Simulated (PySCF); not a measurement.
## Working out the excitation energy of Sn⁺

Sn⁺ [Kr] 4d10 5s2 5p1 (2P) → Sn⁺ [Kr] 4d10 5s1 5p2 (4P). Computed with PySCF 2.14 in aug-cc-pwCVDZ-PP with ECP28MDF (6s5p4d1f, 48 functions), with scalar relativity through the core potential. Frozen: 4s2 4p6 4d10. Energies in hartree (1 hartree = 27.21139 eV):

| part | Sn⁺ (lower) | Sn⁺ (upper) |
| --- | --- | --- |
| UHF | -213.083772 | -212.928141 |
| CCSD correlation | -0.042115 | -0.009328 |
| (T) | -0.000479 | -0.000026 |

Question: What does Hartree-Fock give?

Answer: (-212.928141) − (-213.083772) = 0.155631 hartree = 4.235 eV.

Question: What do CCSD and CCSD(T) give?

Answer: The CCSD correlation energies differ by 0.032787 hartree = 0.892 eV and the triples by 0.000453 hartree = 0.012 eV, so CCSD gives 5.127 eV and CCSD(T) 5.139 eV.

Measured between the centres of the two terms (NIST): 5.753 eV, so CCSD(T) (valence) is off by -0.614 eV.

A double-zeta basis recovers only part of the correlation energy.

What remains against the reference includes basis incompleteness, the frozen core and higher excitations.
